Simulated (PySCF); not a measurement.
BeHI, SMILES [BeH][I]. Geometry optimised at r2SCAN-D4/def2-TZVPD. The def2 effective core potentials stand for the cores of I; spin–orbit coupling is left out.

Task: Give the equilibrium geometry at r2SCAN-D4/def2-TZVPD (PySCF confirms it by a frequency run) as Cartesian coordinates in Å, and its point group. (The exact figures need the calculation; the answer reports its results.)

Result: point group C∞v.
```xyz
3

Be     0.0000     0.0000    -1.9613
H      0.0000     0.0000    -3.2897
I      0.0000     0.0000     0.2101
```
Charge 0, spin multiplicity 1.
